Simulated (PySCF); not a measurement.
## Correlation energy of Os³⁺ (osmium, charge +3)

[Xe] 4f14 5d5, high-spin 6S determinant. Computed with PySCF 2.14 in def2-TZVPPD with the def2 core potential (60 electrons) (6s5p3d2f1g, 59 functions), with a scalar-relativistic core potential. Frozen: 5s2 5p6; 5 electrons correlated.

```json
{"level": "CCSD", "correlation energy (mhartree)": "-56.71"}
{"level": "(T)", "correlation energy (mhartree)": "-0.54"}
{"level": "CCSD(T)", "correlation energy (mhartree)": "-57.25"}
```

Diagnostics: T1 = 0.00059, D1 = 0.0008, largest double amplitude 0.021.

Cost of the coupled-cluster step: roughly 3 core-seconds, for 5 correlated electrons.
